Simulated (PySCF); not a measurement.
C3H6ClNSi.
Atom-mapped SMILES: `[CH2:1]=[CH:2][Si@@H:3]([Cl:4])[N:5]=[CH2:6]` (hydrogens: H7, H8 on C1; H9 on C2; H10 on Si3; H11, H12 on C6)

Method: PBE0-D3(BJ)/def2-SVP geometry optimisation, gas phase in PySCF 2.14.0; density fitting, grid level 1; the optimiser is geomeTRIC in internal coordinates, started from a GFN2-xTB structure with every atom displaced at random (about 0.01 Å).

Step 0: E = -25076.8598 eV
```
atom  x, y, z in Å  |  force x, y, z in eV/Å
C1      0.2397   -2.0364    1.0714   -0.567   1.775  -0.518
C2     -0.2338   -3.2491    0.8915   -0.697  -1.368  -0.428
Si3    -1.7624   -3.7061   -0.1319    1.501   1.221   0.383
Cl4    -2.7605   -5.1109    0.9044   -0.839  -0.998   0.724
N5     -2.5912   -2.2391   -0.4350    0.009   0.365  -0.117
C6     -3.7199   -1.7975   -0.1092    0.311  -0.499   0.076
H7     -0.2717   -1.1682    0.6245    0.105  -0.117   0.016
H8      1.1106   -1.7871    1.6534    0.591  -0.096   0.440
H9      0.3069   -4.0569    1.3799    0.096  -0.454   0.082
H10    -1.4533   -4.2284   -1.4434    0.210  -0.449  -0.691
H11    -4.0188   -0.8069   -0.4125   -0.333   0.906  -0.235
H12    -4.4473   -2.3610    0.4821   -0.387  -0.286   0.269
```

Step 1: E = -25077.0184 eV
```
atom  x, y, z in Å  |  force x, y, z in eV/Å
C1      0.2743   -2.0174    1.0591    0.000  -0.138   0.030
C2     -0.1916   -3.2610    0.8799   -0.113   0.159   0.070
Si3    -1.7162   -3.6339   -0.1186   -0.235  -0.578   0.306
Cl4    -2.8834   -5.0783    0.9341    0.355   0.503  -0.274
N5     -2.5865   -2.1629   -0.3995    0.212  -0.036  -0.059
C6     -3.7610   -1.8131   -0.1151   -0.125   0.195   0.004
H7     -0.2149   -1.1538    0.6018   -0.055   0.075  -0.019
H8      1.1607   -1.8135    1.6731   -0.025  -0.020  -0.063
H9      0.3306   -4.0946    1.3649   -0.003  -0.047  -0.028
H10    -1.3994   -4.2699   -1.4264   -0.071   0.080   0.006
H11    -4.1142   -0.7960   -0.3898   -0.002  -0.154   0.059
H12    -4.5001   -2.4532    0.4117    0.062  -0.039  -0.033
```

Step 2: E = -25077.0370 eV
```
atom  x, y, z in Å  |  force x, y, z in eV/Å
C1      0.2507   -2.0208    1.0559    0.045   0.000   0.028
C2     -0.1996   -3.2698    0.8881   -0.050   0.049   0.023
Si3    -1.7097   -3.6369   -0.1191   -0.222  -0.422   0.208
Cl4    -2.8959   -5.0262    0.9448    0.191   0.274  -0.167
N5     -2.5494   -2.1524   -0.4041    0.074   0.328  -0.123
C6     -3.7257   -1.8087   -0.1160   -0.194  -0.268   0.103
H7     -0.2591   -1.1618    0.6059    0.005  -0.025  -0.017
H8      1.1465   -1.8055    1.6489   -0.005   0.009   0.018
H9      0.3257   -4.1041    1.3700    0.038   0.012  -0.041
H10    -1.4163   -4.2686   -1.4314   -0.011   0.014  -0.011
H11    -4.1238   -0.8036   -0.3526    0.167   0.020  -0.053
H12    -4.4450   -2.4892    0.3848   -0.038   0.008   0.033
```

Task: Estimate the geometry and energy of step 3. (The exact step hangs on the optimiser's Hessian estimate; all steps are aligned on step 2, rigid shifts and turns removed.)

Result: E = -25077.0430 eV, largest force 0.195 eV/Å
```
atom  x, y, z in Å  |  force x, y, z in eV/Å
C1      0.2396   -2.0188    1.0628   -0.042   0.119  -0.036
C2     -0.2081   -3.2659    0.8861    0.108  -0.121   0.000
Si3    -1.7103   -3.6414   -0.1219   -0.072  -0.111   0.044
Cl4    -2.8990   -4.9721    0.9579   -0.042  -0.062   0.024
N5     -2.5338   -2.1486   -0.4108   -0.022   0.116  -0.021
C6     -3.7162   -1.8331   -0.1113    0.057   0.050  -0.081
H7     -0.2845   -1.1605    0.6237    0.061  -0.053   0.007
H8      1.1399   -1.8035    1.6470    0.010   0.015   0.054
H9      0.3283   -4.1035    1.3503    0.046   0.023  -0.018
H10    -1.4428   -4.2661   -1.4406    0.057  -0.061  -0.015
H11    -4.0748   -0.8180   -0.3477   -0.179   0.074   0.026
H12    -4.4401   -2.5160    0.3799    0.018   0.011   0.016
```

The energy changes by -0.0059 eV. The first-order estimate −F·Δx gives -0.0301 eV and the mean of the old and new forces, exact on a quadratic surface, -0.0066 eV. The step makes an angle of 69° with the force vector and moves no atom by more than 0.056 Å.

The cost below is that of the whole optimisation. Hardware: one thread of an Arm Neoverse V2, no GPU, shared host with 32 logical CPUs at a one-minute load of 33. Cost: 55 s of wall time, 0.51 GiB resident at most.
